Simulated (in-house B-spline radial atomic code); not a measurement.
Configurations of Tm IV (Tm3+), with energies counted from [Xe] (4f5/2)6 (4f7/2)6. All numbers are computed (Dirac-Hartree-Fock, average of each configuration as written; Fermi nucleus of rms radius 5.2256 fm) with a B-spline radial code for spherical atoms, not measured. Energies include first-order Breit, QED and recoil terms.

Occupations are held fixed; configurations that lie above the ionisation limit could autoionise.

```json
{"configuration": "[Xe] (4f5/2)5 (4f7/2)7", "E - E(ref) (eV)": "1.514", "highest orbital": "4f7/2", "its <r> (bohr)": "0.734"}
{"configuration": "[Xe] (4f5/2)5 (4f7/2)6 (9p1/2)1", "E - E(ref) (eV)": "36.745", "highest orbital": "9p1/2", "its <r> (bohr)": "13.81"}
{"configuration": "[Kr] 4d10 (4f5/2)6 (4f7/2)6 5s2 (5p1/2)2 (5p3/2)3 8s1", "E - E(ref) (eV)": "50.595", "highest orbital": "8s1/2", "its <r> (bohr)": "8.738"}
{"configuration": "[Kr] 4d10 (4f5/2)4 (4f7/2)8 5s2 (5p1/2)2 (5p3/2)3 (5g7/2)1", "E - E(ref) (eV)": "53.582", "highest orbital": "5g7/2", "its <r> (bohr)": "6.855"}
{"configuration": "[Kr] 4d10 (4f5/2)6 (4f7/2)6 5s2 (5p1/2)2 (5p3/2)3 (9p1/2)1", "E - E(ref) (eV)": "54.193", "highest orbital": "9p1/2", "its <r> (bohr)": "13.87"}
{"configuration": "[Kr] 4d10 (4f5/2)6 (4f7/2)6 5s2 (5p1/2)2 (5p3/2)3 (9d5/2)1", "E - E(ref) (eV)": "55.378", "highest orbital": "9d5/2", "its <r> (bohr)": "16.97"}
{"configuration": "[Kr] (4d3/2)3 (4d5/2)6 (4f5/2)6 (4f7/2)6 5s2 5p6 (8f5/2)1", "E - E(ref) (eV)": "225.86", "highest orbital": "8f5/2", "its <r> (bohr)": "16.7"}
```

(1) Order these further configurations by energy, lowest first.
A. [Xe] (4f5/2)4 (4f7/2)7 (6p3/2)1
B. [Kr] 4d10 (4f5/2)4 (4f7/2)8 5s2 (5p1/2)2 (5p3/2)3 (8g9/2)1
C. [Kr] 4d10 (4f5/2)6 (4f7/2)7 5s2 (5p1/2)1 (5p3/2)4
D. [Kr] (4d3/2)3 (4d5/2)6 (4f5/2)5 (4f7/2)7 5s2 5p6 (7g9/2)1
E. [Kr] (4d3/2)3 (4d5/2)6 (4f5/2)4 (4f7/2)8 5s2 5p6 7s1

(2) How far above the reference does [Xe] (4f5/2)3 (4f7/2)8 (7d5/2)1 lie?

(3) How far above the reference does [Kr] (4d3/2)4 (4d5/2)5 (4f5/2)5 (4f7/2)7 5s2 5p6 (6g9/2)1 lie?

(4) How far above the reference does [Kr] 4d10 (4f5/2)5 (4f7/2)7 5s2 (5p1/2)2 (5p3/2)3 7s1 lie?

Results:

(1) A (20.96 eV), C (30.148 eV), B (58.891 eV), E (213.13 eV), D (225.4 eV).

(2) 34.254 eV; its least bound orbital is 7d5/2 with <r> = 8.047 bohr.

(3) 215.81 eV; its least bound orbital is 6g9/2 with <r> = 10.96 bohr.

(4) 46.509 eV; its least bound orbital is 7s1/2 with <r> = 5.485 bohr.
